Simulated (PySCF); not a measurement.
H2B, doublet, at a GFN2-xTB geometry; R2SCAN/def2-TZVP (PySCF).

Here is a job for PySCF.
```python
from pyscf import gto, scf, dft

mol = gto.Mole()
mol.atom = '''
    B     0.002713    0.144076    0.007331
    H    -1.049928   -0.341529    0.000979
    H     1.036363   -0.378852   -0.037633
'''
mol.basis = 'def2-tzvp'
mol.charge = 0
mol.spin = 1
mol.verbose = 4
mol.build()

mf = dft.UKS(mol)
mf.xc = 'r2scan'
mf.kernel()
mf.analyze()
```

### Question
Write the output that PySCF gives for this input, abridged.

### Answer

```
PySCF version 2.14.0

[INPUT] verbose = 4
[INPUT] num. atoms = 3
[INPUT] num. electrons = 7
[INPUT] charge = 0
[INPUT] spin (= nelec alpha-beta = 2S) = 1
[INPUT] symmetry False subgroup None
[INPUT] Mole.unit = angstrom
[INPUT] Symbol           X                Y                Z      unit          X                Y                Z       unit  Magmom
[INPUT]  1 B      0.002713000000   0.144076000000   0.007331000000 AA    0.005126826976   0.272264181123   0.013853582219 Bohr   0.0
[INPUT]  2 H     -1.049928000000  -0.341529000000   0.000979000000 AA   -1.984076370512  -0.645396273597   0.001850041876 Bohr   0.0
[INPUT]  3 H      1.036363000000  -0.378852000000  -0.037633000000 AA    1.958442235633  -0.715926521744  -0.071116063246 Bohr   0.0

nuclear repulsion = 4.81830651138705
number of shells = 19
number of NR pGTOs = 62
number of NR cGTOs = 43
basis = def2-tzvp
ecp = {}

******** <class 'pyscf.dft.uks.UKS'> ********
method = UKS
initial guess = minao
damping factor = 0
level_shift factor = 0
DIIS = <class 'pyscf.scf.diis.CDIIS'>
diis_start_cycle = 1
diis_space = 8
diis_damp = 0
SCF conv_tol = 1e-09
SCF conv_tol_grad = None
SCF max_cycles = 50
direct_scf = True
direct_scf_tol = 1e-13
number electrons alpha = 4  beta = 3
XC library pyscf.dft.libxc version 7.1.2
    S. Lehtola, C. Steigemann, M. J. T. Oliveira, and M. A. L. Marques,  SoftwareX 7, 1–5 (2018)
XC functionals = r2scan
    J. W. Furness, A. D. Kaplan, J. Ning, J. P. Perdew, and J. Sun,  J. Phys. Chem. Lett. 11, 8208–8215 (2020)
    J. W. Furness, A. D. Kaplan, J. Ning, J. P. Perdew, and J. Sun,  J. Phys. Chem. Lett. 11, 9248–9248 (2020)
    J. W. Furness, A. D. Kaplan, J. Ning, J. P. Perdew, and J. Sun,  J. Phys. Chem. Lett. 11, 8208–8215 (2020)
    J. W. Furness, A. D. Kaplan, J. Ning, J. P. Perdew, and J. Sun,  J. Phys. Chem. Lett. 11, 9248–9248 (2020)
radial grids:
    Treutler-Ahlrichs [JCP 102, 346 (1995); DOI:10.1063/1.469408] (M4) radial grids

becke partition: Becke, JCP 88, 2547 (1988); DOI:10.1063/1.454033
pruning grids: <function nwchem_prune>
grids dens level: 3
symmetrized grids: False
atomic radii adjust function: <function treutler_atomic_radii_adjust>
small_rho_cutoff = 0
Set gradient conv threshold to 3.16228e-05
tot grids = 33664
init E= -25.7727509219031

cycle= 1 E= -25.910482246876  delta_E= -0.138  |g|= 0.0792  |ddm|= 0.792
cycle= 2 E= -25.9151781180979  delta_E= -0.0047  |g|= 0.0169  |ddm|= 0.11
cycle= 3 E= -25.9154343203501  delta_E= -0.000256  |g|= 0.00549  |ddm|= 0.0236
cycle= 4 E= -25.9154593573329  delta_E= -2.5e-05  |g|= 0.00127  |ddm|= 0.00583
cycle= 5 E= -25.9154609104503  delta_E= -1.55e-06  |g|= 0.000407  |ddm|= 0.00226
cycle= 6 E= -25.9154610760012  delta_E= -1.66e-07  |g|= 0.000139  |ddm|= 0.000656
cycle= 7 E= -25.9154610953354  delta_E= -1.93e-08  |g|= 1.44e-05  |ddm|= 0.000215
cycle= 8 E= -25.9154610956591  delta_E= -3.24e-10  |g|= 1.6e-06  |ddm|= 5.03e-05
Extra cycle  E= -25.9154610956628  delta_E= -3.65e-12  |g|= 6.03e-07  |ddm|= 5.15e-06
converged SCF energy = -25.9154610956628  <S^2> = 0.75312267  2S+1 = 2.0031202
**** SCF Summaries ****
Total Energy =                         -25.915461095662792
Nuclear Repulsion Energy =               4.818306511387050
One-electron Energy =                  -43.187335721270316
Two-electron Energy =                   12.453568114220472
Two-electron Coulomb Energy =           17.180181838758262
DFT Exchange-Correlation Energy =       -4.726613724537790
**** MO energy ****
                             alpha | beta                alpha | beta
MO #1   energy= -6.67048934635199  | -6.65900317259246  occ= 1 | 1
MO #2   energy= -0.483701361446016 | -0.455331357017482 occ= 1 | 1
MO #3   energy= -0.351677526864629 | -0.34239167183132  occ= 1 | 1
MO #4   energy= -0.194573132521771 | -0.0811673377713991 occ= 1 | 0
MO #5   energy= -0.110489573395379 | -0.0605693227168693 occ= 0 | 0
MO #6   energy= 0.0828684777081161 | 0.115842759106064  occ= 0 | 0
MO #7   energy= 0.122670819638642  | 0.148483908282472  occ= 0 | 0
MO #8   energy= 0.12569925995592   | 0.174673712456794  occ= 0 | 0
MO #9   energy= 0.156135562009253  | 0.209988073014043  occ= 0 | 0
MO #10  energy= 0.169671543482445  | 0.211845493094127  occ= 0 | 0
MO #11  energy= 0.173989217009014  | 0.222233106820011  occ= 0 | 0
MO #12  energy= 0.367267293671951  | 0.36748057095093   occ= 0 | 0

To work with the spin densities directly, `use mulliken_meta_spin()` only printing them here.

 ** Mulliken spin pop alpha/beta on meta-lowdin orthogonal AOs **
 ** Mulliken Spin Density (per AO)  **
spin_pop of  0 B 1s        0.00003
spin_pop of  0 B 2s        0.19352
spin_pop of  0 B 3s        0.00377
spin_pop of  0 B 4s        0.00009
spin_pop of  0 B 5s        0.00001
spin_pop of  0 B 2px       0.02069
spin_pop of  0 B 2py       0.80388
spin_pop of  0 B 2pz       0.00212
spin_pop of  0 B 3px       0.00021
spin_pop of  0 B 3py       0.00071
spin_pop of  0 B 3pz       0.00000
spin_pop of  0 B 4px      -0.00002
spin_pop of  0 B 4py       0.00020
spin_pop of  0 B 4pz       0.00000
spin_pop of  0 B 3dxy     -0.00087
spin_pop of  0 B 3dyz      0.00001
spin_pop of  0 B 3dz^2     0.00098
spin_pop of  0 B 3dxz     -0.00000
spin_pop of  0 B 3dx2-y2   -0.00111
spin_pop of  0 B 4dxy     -0.00004
spin_pop of  0 B 4dyz      0.00000
spin_pop of  0 B 4dz^2     0.00003
spin_pop of  0 B 4dxz     -0.00000
spin_pop of  0 B 4dx2-y2    0.00000
spin_pop of  0 B 4f-3     -0.00001
spin_pop of  0 B 4f-2      0.00000
spin_pop of  0 B 4f-1      0.00010
spin_pop of  0 B 4f+0      0.00000
spin_pop of  0 B 4f+1      0.00012
spin_pop of  0 B 4f+2     -0.00000
spin_pop of  0 B 4f+3     -0.00015
spin_pop of  1 H 1s       -0.01252
spin_pop of  1 H 2s        0.00028
spin_pop of  1 H 3s        0.00018
spin_pop of  1 H 2px       0.00001
spin_pop of  1 H 2py      -0.00010
spin_pop of  1 H 2pz       0.00000
spin_pop of  2 H 1s       -0.01251
spin_pop of  2 H 2s        0.00028
spin_pop of  2 H 3s        0.00018
spin_pop of  2 H 2px       0.00003
spin_pop of  2 H 2py      -0.00012
spin_pop of  2 H 2pz      -0.00000
 ** Mulliken Spin Density (per atom)  **
spin density of  0 B =      1.02427
spin density of  1 H =     -0.01214
spin density of  2 H =     -0.01213
 ** Mulliken pop alpha/beta on meta-lowdin orthogonal AOs **
 ** Mulliken pop       alpha | beta **
In total             4.00000 | 3.00000
 ** Mulliken atomic charges   ( Nelec_alpha | Nelec_beta ) **
charge of  0B =     -0.05529  (     3.03978      2.01551 )
charge of  1H =      0.02765  (     0.48010      0.49224 )
charge of  2H =      0.02764  (     0.48011      0.49224 )
Dipole moment(X, Y, Z, Debye): -0.00900, -0.47192, -0.02471
```
